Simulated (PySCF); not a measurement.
**Spinor energies of Cl⁶⁺ (chlorine, charge +6)**

Start: [Ne] 3s1; 3s1/2 filled at m_j = +1/2. Calculated with PySCF 2.14 in an even-tempered Gaussian basis (20 s from 0.27 bohr⁻², ratio 2.4; 13 p from 0.35 bohr⁻², ratio 2.4; 5 d from 1.3 bohr⁻², ratio 2.6; 5 f from 2 bohr⁻², ratio 2.6): generalised Hartree-Fock with the X2C-1e Hamiltonian and a Gaussian nucleus; one run each with spin-orbit coupling (SO) switched off, then screened by Boettger's factors.

```json
{"spinor shell": "1s1/2", "electrons": "2", "ε, spin-free (eV)": "-2976.7", "ε, screened SO (eV)": "-2976.7", "weight of nominal j (screened SO)": "1.000", "rms radius, screened SO (bohr)": "0.105"}
{"spinor shell": "2s1/2", "electrons": "2", "ε, spin-free (eV)": "-396.77", "ε, screened SO (eV)": "-396.76", "weight of nominal j (screened SO)": "1.000", "rms radius, screened SO (bohr)": "0.475"}
{"spinor shell": "2p1/2", "electrons": "2", "ε, spin-free (eV)": "-326.41", "ε, screened SO (eV)": "-327.68", "weight of nominal j (screened SO)": "0.968", "rms radius, screened SO (bohr)": "0.445"}
{"spinor shell": "3s1/2", "electrons": "1", "ε, spin-free (eV)": "-113.75", "ε, screened SO (eV)": "-113.75", "weight of nominal j (screened SO)": "1.000", "rms radius, screened SO (bohr)": "1.36"}
```

(1) Where does 2p3/2 lie, and what is the 2p spin-orbit splitting (screened SO)?

```csv
quantity,spin-free,screened SO
E (hartree),-450.33308,-450.33416
M_J,1/2,1/2
⟨J²⟩,0.750,0.750
⟨L²⟩,0.000,0.000
⟨S²⟩,0.750,0.750
```

Each row is a mean over spinors that exchange with the open shell spreads, by up to 1.742 eV (2s1/2).

Without spin-orbit coupling the j labels of p, d and f shells carry no meaning; the spin-free column gives the mean over the occupied spinors of each nl shell.

Results:

(1) At -325.77 eV, 1.909 eV above 2p1/2.
